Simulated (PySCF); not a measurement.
J couplings in C$_{7}$H$_{12}$

Geometry:
| atom | x (Å) | y (Å) | z (Å) |
| --- | --- | --- | --- |
| C1 | 1.376 | 0.582 | -0.498 |
| C2 | 0.051 | 1.324 | -0.731 |
| C3 | -1.100 | 0.620 | -0.009 |
| C4 | -1.294 | -0.787 | -0.610 |
| C5 | -0.159 | -1.244 | 0.328 |
| C6 | 1.191 | -0.933 | -0.323 |
| C7 | -0.597 | -0.095 | 1.269 |
| H8 | 2.097 | 0.800 | -1.301 |
| H9 | 1.833 | 0.979 | 0.422 |
| H10 | -0.191 | 1.379 | -1.806 |
| H11 | 0.148 | 2.365 | -0.383 |
| H12 | -1.984 | 1.271 | 0.074 |
| H13 | -1.143 | -0.907 | -1.696 |
| H14 | -2.263 | -1.225 | -0.328 |
| H15 | -0.194 | -2.274 | 0.715 |
| H16 | 2.017 | -1.336 | 0.287 |
| H17 | 1.241 | -1.456 | -1.294 |
| H18 | 0.162 | 0.401 | 1.895 |
| H19 | -1.436 | -0.403 | 1.909 |

Method: B3LYP/pcJ-1 (without the spin–dipole term)//PBE0-D3(BJ)/def2-SVP, PySCF 2.14.0 with density-fitted response routines; isolated molecule, single conformer, non-relativistic. Couplings are averaged over pairs made equivalent by symmetry, fast rotation or ring inversion, so a value needn't be that of the named pair in this geometry, while other rotamers aren't included; one pair stands for each set, and the list holds a selection of those of at least 1.5 Hz over up to four bonds.

Isotopes: $^{13}$C, $^{1}$H.

```tsv
pair	bonds	J (Hz)
C1, C2	1	?
C1, H8	1	132.6
C2, C3	1	34.5
C2, H10	1	132.6
C3, C4	1	?
C3, H12	1	148.0
C4, H13	1	?
C4, H14	1	140.6
C1, C3	2	-1.8
C1, H10	2	-3.0
C2, H8	2	?
C3, H13	2	-2.1
C3, H14	2	-3.2
C4, H12	2	-1.9
H8, H9	2	-15.9
H10, H11	2	-14.4
C2, C5	3	2.9
C2, H14	3	6.3
C2, H16	3	4.0
C3, H15	3	?
C4, H10	3	?
C4, H18	3	13.1
C4, H19	3	?
H8, H11	3	?
H10, H12	3	3.7
H12, H14	3	6.8
```

Task: Estimate the withheld couplings, with signs.

Result: 
- $^{1}J$(C1,C2) = 34.3 Hz (bond length 1.536 Å)
- $^{1}J$(C3,C4) = 28.0 Hz (bond length 1.542 Å)
- $^{1}J$(C4,H13) = 143.2 Hz (bond length 1.103 Å, sp3 carbon)
- $^{2}J$(C2,H8) = -3.5 Hz (mean over equivalent pairs that range from -4.3 to -2.6 Hz in this conformer)
- $^{3}J$(C3,H15) = 9.8 Hz
- $^{3}J$(C4,H10) = 4.3 Hz (mean over equivalent pairs that range from 1.2 to 7.4 Hz in this conformer)
- $^{3}J$(C4,H19) = 2.0 Hz
- $^{3}J$(H8,H11) = 6.6 Hz (mean over equivalent pairs that range from 0.5 to 12.6 Hz in this conformer)
